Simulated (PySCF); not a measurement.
CH₁₁N₃Si₂, SMILES [SiH2](N)[Si@@H](N)CN.

Geometry optimised at ωB97X-D3(BJ)/def2-SVP. The structure was generated by enumeration; whether it is a known compound was not checked. The values are those of a single conformer.

Computed with r2SCAN/def2-TZVP in PySCF.

```json
{
  "total_energy": "-787.94450 hartree",
  "highest_occupied_level": "-5.53 eV",
  "lowest_empty_level": "-0.65 eV",
  "orbital_gap": "4.88 eV",
  "dipole_moment": "2.05 D",
  "quadrupole, principal values (traceless, Buckingham form, about the centre of nuclear charge)": "-9.42, 1.72, 7.70 D·Å"
}
```
